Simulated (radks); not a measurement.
Results of a calculation; reference values are marked as such.
Spherical jellium clusters: N electrons in a uniform positive sphere of charge N and radius rs N^(1/3), rs = 3.38 bohr. Level of theory: non-relativistic Kohn-Sham, exchange-only LDA, spin-polarised, spherical densities (a radial shooting solver with Libxc functionals). Levels are named by radial order and angular momentum (1s, 1p, 1d, 2s, ...), and open shells are averaged over m. At N = 28 the configuration is 1s2 1p6 1d10 2s2 1f(up 7, down 0) 2p(up 1, down 0). The background grows by one charge. Does electron 29 go into 1f down or 2p up or 2p down?

Answer. Into 2p up. The total energies of the other choices lie higher by 0.0780 eV (1f down), 0.567 eV (2p down).
